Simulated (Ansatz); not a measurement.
H3InO (SMILES [OH][InH2]) moved off its minimum; all values from Ansatz (a program for electronic structure), cores frozen in correlated methods. Elements past Kr take the def2 small-core potentials, without spin–orbit coupling.
(charge 0, multiplicity 1)
```xyz
5

In     0.0325    -0.1331    -0.2766
H     -1.4007    -0.1202    -1.1779
H      1.5977    -0.7772    -0.4774
O     -0.2602     0.8516     1.4720
H      0.5414     0.9192     1.9999
```

Problem. Give the forces (eV/Å), the total energy and the dipole at CCSD(T)/def2-TZVPPD.

Solution. 
| atom | Fx | Fy | Fz |
|---|---|---|---|
| In1 | -0.059 | 0.258 | 0.532 |
| H2 | -0.416 | -0.033 | -0.338 |
| H3 | 0.412 | -0.176 | -0.106 |
| O4 | 0.165 | -0.046 | -0.093 |
| H5 | -0.102 | -0.003 | 0.005 |
Energy -266.2032 hartree, dipole 2.20 D.
